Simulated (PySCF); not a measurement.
PySCF input for C2H6BFO2, SMILES F[C@@H](B(O)O)C, PBE0/pcSseg-1. Geometry optimised at B3LYP-D3(BJ)/def2-SVP. The structure was generated by enumeration; whether it is a known compound was not checked. One conformer was computed; it need not be the lowest.

```python
import numpy as np
from pyscf import gto, scf, dft
from pyscf.prop.nmr import rks as nmr

mol = gto.M(
    atom='''
    C     1.70672705   -0.79652699    0.20569627
    C     0.48164758   -0.02476185    0.67175465
    F     0.82232489    1.34339770    0.76938808
    B    -0.77952820   -0.14164130   -0.30725701
    O    -1.27571329    0.98404716   -0.87044402
    O    -1.37065580   -1.32951523   -0.61079063
    H     1.48734949   -1.87554647    0.15176905
    H     2.02031541   -0.46558950   -0.79681891
    H     2.55302099   -0.65685017    0.89607805
    H     0.20932836   -0.35038959    1.69448588
    H    -0.76214764    1.74868988   -0.57026276
    H    -0.97044475   -2.09120956   -0.17828745
    ''',
    basis='pcSseg-1',
    charge=0,
    spin=0,
    max_memory=1600,
    verbose=3,
)
mf = dft.RKS(mol, xc='pbe0')
mf.grids.level = 3
mf.conv_tol = 1e-10
mf.max_cycle = 100
mf.kernel()
n = nmr.NMR(mf)
n.verbose = 2
n.max_cycle_cphf = 60
sigma = n.kernel()
print('atom   isotropic/ppm   span/ppm')
for i, s in enumerate(sigma):
    w = np.linalg.eigvalsh((s + s.T) / 2)
    print(f'{mol.atom_symbol(i):2s}{i + 1:3d} {w.mean():14.3f} {w[2] - w[0]:11.3f}')
```

Log of the run:

```
converged SCF energy = -354.659261227962
atom   isotropic/ppm   span/ppm
C   1        165.314      35.006
C   2        100.379     112.532
F   3        411.234      46.863
B   4         70.314      40.756
O   5        204.005     256.856
O   6        216.918     196.060
H   7         30.511       9.929
H   8         29.860       8.686
H   9         29.510       9.914
H  10         27.072       6.343
H  11         25.838      14.251
H  12         27.953      13.788
```

The run converged.
